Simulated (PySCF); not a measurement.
Structure with atom numbers: `[CH3:1][C:2](=[O:3])[c:4]1[cH:5][cH:6][c:7]([F:8])[cH:9][cH:10]1`; H(Xn) means a hydrogen on atom n.

PySCF calculation with geometry: GFN2-xTB and NMR shieldings at PBE0/pcSseg-1/GIAO; isolated molecule, single conformer, equivalent nuclei averaged, non-relativistic Hamiltonian.

Predict the 2D correlation tables (HSQC, COSY, HMBC).

## Answers



HSQC (one-bond C–H):
```csv
δH,δC
8.42 (H(C5)/H(C10)),137.8 (C5/C10)
7.41 (H(C6)/H(C9)),121.1 (C6/C9)
2.63 (H(C1)),28.4 (C1)
```

COSY cross peaks (H two or three bonds apart, from the bond graph; peaks can be absent where the dihedral angle is near 90°):
```csv
δH,δH
8.42 (H(C5)/H(C10)),7.41 (H(C6)/H(C9))
```

HMBC (two and three bonds, from the bond graph):
```csv
δH,δC
8.42 (H(C5)/H(C10)),"198.3 (C2), 176.3 (C7), 137.8 (C5/C10), 136.5 (C4), 121.1 (C6/C9)"
7.41 (H(C6)/H(C9)),"176.3 (C7), 137.8 (C5/C10), 136.5 (C4), 121.1 (C6/C9)"
2.63 (H(C1)),"198.3 (C2), 136.5 (C4)"
```

δ = σ(ref) − σ, references computed at the same level: 1H (σref 31.72), 13C (σref 186.93) against TMS.

Short H···H contacts in this conformer between protons four or more bonds apart (candidates for NOE cross peaks, intensity ∝ r⁻⁶): H(C1)···H(C10) 2.38 Å.

Shifts are as computed. Against solution values, carbons near 30 ppm lie about +3 ppm off and those near 130 ppm about +5 ppm. Of 1211 compounds with measured shifts, 218 miss one by over three times the rms of a fit or turn the order of signals round; such compounds aren't used in these exercises.
